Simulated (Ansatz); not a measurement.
Total energies of CH₆AuN (`[CH3][Au-][NH3+]`).

```xyz
9

C    -0.228   -1.858    0.899
Au   -0.006   -0.052    0.025
N     0.232    1.887   -0.913
H    -0.337   -1.750    1.981
H     0.642   -2.490    0.702
H    -1.116   -2.365    0.512
H     1.131    1.955   -1.375
H     0.174    2.630   -0.225
H    -0.491    2.043   -1.606
```

Charge 0, multiplicity 1. Correlated methods include outer-core shells of Au, which these sets cover unevenly. Au takes the def2 core potential. All single points use the PBE0-D4/def2-TZVP geometry. It is one conformer, not always the lowest. Basis def2-TZVPP, the Gaussian-basis code of Ansatz.

RPA on PBE orbitals: Hartree–Fock energy of these orbitals -230.61497 Eh, correlation -1.52749 Eh (frozen core).

```
functional  energy without D4 (Eh)  D4 term (kJ/mol)
      PBE0              -232.15825             -10.7
   r2SCAN0              -232.20891              -3.6
```

(1) Give the same for LDA (SPW92), PBE, revPBE, BLYP, r2SCAN, B97M-V, B3LYP, r2SCANh, HSE06 (plane-wave form), BHLYP, CAM-B3LYP, LC-ωPBE, ωB97X-V, ωB97M-V, B2PLYP, PBE-QIDH. (Estimate.)

B3LYP takes the VWN-RPA correlation (the form of Gaussian; ORCA's B3LYP/G). HSE06 is the plane-wave form, built on full-range PBE exchange. The double hybrids freeze the cores in their second-order part.

Answers

(1) Ansatz gave: 
| functional | energy without D4 (Eh) | D4 term (kJ/mol) |
| --- | --- | --- |
| LDA (SPW92) | -231.23626 | – |
| PBE | -232.19513 | -12.8 |
| revPBE | -232.33889 | -40.7 |
| BLYP | -232.21730 | -28.7 |
| r2SCAN | -232.28335 | -3.0 |
| B97M-V | -232.25365 | – |
| B3LYP | -232.33908 | -21.0 |
| r2SCANh | -232.25315 | -3.2 |
| HSE06 (plane-wave form) | -232.15200 | -10.0 |
| BHLYP | -232.07355 | -16.5 |
| CAM-B3LYP | -232.18284 | -10.9 |
| LC-ωPBE | -232.24293 | – |
| ωB97X-V | -232.21040 | – |
| ωB97M-V | -232.13032 | – |
| B2PLYP | -232.05638 | – |
| PBE-QIDH | -232.02801 | – |

LC-ωPBE has ω = 0.4 bohr⁻¹.
